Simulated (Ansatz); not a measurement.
Breaking the B1–Br4 bond in BBrH2 (SMILES BBr) (multiplicity 1 held, fragments rigid). Energies count from the point at 1.903 Å.
Geometry at that point (charge 0, multiplicity 1):
```csv
atom,x (Å),y (Å),z (Å)
B,-0.8490,-1.2912,0.2112
H,-0.4717,-2.0737,1.0149
H,-1.8265,-1.4215,-0.4431
Br,0.1869,0.2843,-0.0465
```

Restricted levels (R-, RO-) in cc, def2 and unpolarised 6-31G sets keep to the state of the molecule at rest. Unrestricted levels (U-) break spin symmetry where that is lower. Active spaces are followed from a long bond inwards. Curves can end on different states.

Correlated levels freeze the cores. Filled d and f shells under p-block atoms count as core.

Codes used: Ansatz (an electronic-structure program) with Gaussian orbitals. 

```json
[
 {"level": "R-HF/cc-pVTZ", "energy at R = 6.090 Å (kcal/mol)": "165.61"},
 {"level": "U-r2SCAN/cc-pVTZ", "energy at R = 6.090 Å (kcal/mol)": "108.93"},
 {"level": "R-B3LYP/cc-pVTZ", "energy at R = 6.090 Å (kcal/mol)": "130.83"},
 {"level": "R-MP2/cc-pVTZ", "energy at R = 6.090 Å (kcal/mol)": "142.80"},
 {"level": "R-SCS-MP2/cc-pVTZ", "energy at R = 6.090 Å (kcal/mol)": "135.51"},
 {"level": "CASSCF(6,4)/cc-pVTZ", "energy at R = 6.090 Å (kcal/mol)": "___"},
 {"level": "SC-NEVPT2 on CASSCF(6,4)/cc-pVTZ", "energy at R = 6.090 Å (kcal/mol)": "109.04"},
 {"level": "FIC-MRCISD on CASSCF(6,4)/cc-pVTZ", "energy at R = 6.090 Å (kcal/mol)": "106.19"},
 {"level": "FIC-MRCISD+Q on CASSCF(6,4)/cc-pVTZ", "energy at R = 6.090 Å (kcal/mol)": "108.18"}
]
```

Question: What belongs in the gaps?

Answer: 
- CASSCF(6,4)/cc-pVTZ, energy at R = 6.090 Å (kcal/mol): 93.00

Doubts at one or more of the structures used: a restricted determinant that unrestricted orbitals would lower (R-HF/cc-pVTZ, R-B3LYP/cc-pVTZ, R-MP2/cc-pVTZ, R-SCS-MP2/cc-pVTZ); a spin-contaminated determinant (U-r2SCAN/cc-pVTZ); active orbitals that take no part (CASSCF(6,4)/cc-pVTZ, SC-NEVPT2 on CASSCF(6,4)/cc-pVTZ, FIC-MRCISD on CASSCF(6,4)/cc-pVTZ, FIC-MRCISD+Q on CASSCF(6,4)/cc-pVTZ).
